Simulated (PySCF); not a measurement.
Krypton: a sound run and one with changed settings

Sound run: Kr [Kr], Kr⁺ [Ar] 3d10 4s2 4p5. Calculation: PySCF 2.14, in jorge-DZP-DKH (8s6p2d1f, 43 functions); the spin-free X2C one-electron Hamiltonian (Gaussian nucleus). In the sound run the correlated levels freeze [Ar] 3d10. The sound run starts from symmetry-adapted Hartree-Fock orbitals and uses a fine grid where one is needed.

Changed run: basis STO-3G, all-electron and non-relativistic. This setting is unsound on purpose.

```tsv
species	method	sound run (hartree)	changed run (hartree)	converged
Kr	UHF	-2788.01286	-2722.70600	yes
Kr	BP86	-2790.21037	-2724.25079	yes
Kr	PBE	-2789.49593	-2723.59086	yes
Kr	MP2	-2788.06407	-2722.70600	yes
Kr⁺	UHF	-2787.52729	-2722.30230	yes
Kr⁺	BP86	-2789.68816	-2723.80993	yes
Kr⁺	PBE	-2788.97971	-2723.15340	yes
Kr⁺	MP2	-2787.57020	-2722.30230	yes
```

Ionisation energy of Kr:

| method | sound run (eV) | changed run (eV) |
| --- | --- | --- |
| UHF | 13.213 | 10.985 |
| BP86 | 14.210 | 11.997 |
| PBE | 14.047 | 11.904 |
| MP2 | 13.439 | 10.985 |
| SCS-MP2 | 13.418 | 10.985 |

A minimal basis cannot let orbitals breathe on ionisation and holds almost no correlation. The Hamiltonian changed with the basis, so the totals do not compare.

For comparison, NIST gives 14.000 eV between the lowest levels.
